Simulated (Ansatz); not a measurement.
One geometry of [NbOF4]- (NbOF4⁻), several levels of theory.

```yaml
crystal:
  periodic: [false, false, false]
  atoms:
    - {symbol: Nb, position_ang: [0.000093, -0.000242, 0.065588]}
    - {symbol: O, position_ang: [0.002689, -0.006653, 1.788255]}
    - {symbol: F, position_ang: [1.862423, 0.013421, -0.466210]}
    - {symbol: F, position_ang: [-0.012367, 1.864836, -0.456519]}
    - {symbol: F, position_ang: [-1.863828, -0.009969, -0.460695]}
    - {symbol: F, position_ang: [0.010971, -1.861382, -0.470419]}
basis:
  gaussian: {orbitals: def2-TZVPD, initial_orbitals: start.molden}
total_charge: -1
hamiltonian: {xc: {name: BHLYP}, dispersion: d4}
scf: {omitted_lower_state_checks: [starts]}
output: {orbitals: {seedname: orbitals}}
```

The file start.molden holds the orbitals of an earlier run on this structure, at another level or in another basis.

```sh
$ ansatz run in.yaml --threads 4 --pin off --events-out ev --progress --plain --max-ram 3916MiB
```

Shortened log:

```
Functional definition: BHLYP
1523 factors; their error is unknown
mean field evaluation 1: about -14474.0205 eV, gradient 9.9e0 eV
mean field evaluation 2: about -14474.1952 eV, gradient 3.4e-1 eV
mean field evaluation 4: about -14474.3259 eV, gradient 2.7e-1 eV
mean field evaluation 8: about -14474.3260 eV, gradient 1.4e-5 eV
mean field -14474.32595668 eV, -531.9216678573 hartree, gradient 1.4e-5 eV, S^2 0.000000; 0 other end points of the search recorded, 0 dependent functions left out
reference -14474.32616135 eV, -531.9216753788 hartree; 29, 29 occupied and 211, 211 virtual orbitals, 1523 factors
Total energy: -14474.49255702 eV, -531.9277903072 hartree
Checks for a lower state left out: starts
```

Hardware: 4 threads of Arm Neoverse V1 on a shared host. Wall time 4.6 s, peak host memory 0.66 GiB.

The first input with `hamiltonian: {xc: pbe0, dispersion: d4}` (abridged; 3.5 s):

```
Functional definition: PBE0
mean field -14469.68985785 eV, -531.7512943679 hartree, gradient 3.5e-5 eV, S^2 0.000000
Total energy: -14469.80136372 eV, -531.7553921331 hartree
Checks for a lower state left out: starts
```

The first input with `gaussian: {orbitals: STO-3G}`, `hamiltonian: {xc: hf}` (abridged; 0.3 s):

```
Functional definition: HF
mean field -113803.94626898 eV, -4182.2178862998 hartree, gradient 1.6e-5 eV, S^2 0.000000
Total energy: -113803.94626898 eV, -4182.2178862998 hartree
Checks for a lower state left out: starts
```

The first input with `gaussian: {orbitals: def2-SVPD, initial_orbitals: start.molden}`, `hamiltonian: {xc: pbe0, dispersion: d4}` (abridged; 1.9 s):

```
Functional definition: PBE0
mean field -14454.45793901 eV, -531.1915316752 hartree, gradient 6.5e-5 eV, S^2 0.000000
Total energy: -14454.56943818 eV, -531.1956291942 hartree
Checks for a lower state left out: starts
```

The first input with `hamiltonian: {xc: {name: revPBE}, dispersion: d4}` (abridged; 2.6 s):

```
Functional definition: revPBE
mean field -14479.89678077 eV, -532.1263918668 hartree, gradient 1.3e-5 eV, S^2 0.000000
Total energy: -14480.26994187 eV, -532.1401052842 hartree
Checks for a lower state left out: starts
```

As the first input, with `hamiltonian: {xc: {name: CAM-B3LYP}, dispersion: d4}` (abridged; 4.3 s):

```
Functional definition: CAM-B3LYP
mean field -14478.76298219 eV, -532.0847255373 hartree, gradient 1.8e-5 eV, S^2 0.000000
Total energy: -14478.87612401 eV, -532.0888834225 hartree
Checks for a lower state left out: starts
```

As the first input, with `hamiltonian: {xc: pbe}`, `correlation: {method: rpa}` and without the key `output` (abridged; 7.5 s):

```
Functional definition: PBE
mean field -14471.54390549 eV, -531.8194293621 hartree, gradient 6.2e-6 eV, S^2 0.000000
5 core orbitals not correlated: weight in the atoms' cores, before any rotation towards them, 1.000 or more for the frozen orbitals, at most 0.000 for the correlated occupied ones
Total energy: -14474.08897634 eV, -531.9129589906 hartree
Checks for a lower state left out: starts
```

Geometry: r2SCAN-D4/def2-SVPD.

In the def2 sets Nb takes a core potential, while STO-3G treats all electrons; there is no spin–orbit coupling. Correlated methods freeze 5 core orbitals; core or outer-core shells of Nb are correlated, in sets that lack core-valence functions.
